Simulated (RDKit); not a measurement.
A run for RDKit: MMFF94 on H7NSi2 (SMILES [SiH3]N[SiH3]).

```python
from rdkit import Chem
from rdkit.Chem import AllChem, rdDetermineBonds

blocks = [
'''10

Si    1.51431845   -0.25099652    0.32342394
N    -0.00669049   -0.39060393   -0.48886631
Si   -1.50978244    0.39729402   -0.15315017
H     2.61482898   -0.07490767   -0.65553643
H     1.43542013    0.92739094    1.21312384
H     1.84061873   -1.44761615    1.14022123
H    -0.03873712   -1.08246542   -1.22666244
H    -2.51249885   -0.51442819    0.45418040
H    -2.10610870    0.93716811   -1.39951495
H    -1.23136869    1.49906482    0.79288090
''',
]
mol = None
for b in blocks:
    f = Chem.MolFromXYZBlock(b)
    rdDetermineBonds.DetermineBonds(f, charge=0)
    mol = f if mol is None else Chem.CombineMols(mol, f)
Chem.SanitizeMol(mol)
print(Chem.MolToSmiles(Chem.RemoveHs(mol)))
ff = AllChem.MMFFGetMoleculeForceField(mol, AllChem.MMFFGetMoleculeProperties(mol), nonBondedThresh=100.0, ignoreInterfragInteractions=False)
e = ff.CalcEnergy()
print(f'MMFF94 energy {e:.6f} kcal/mol')
```

Output:

```
[SiH3]N[SiH3]
MMFF94 energy -69.512147 kcal/mol
```

The run finished.

Cost: roughly 0.010 core-seconds.
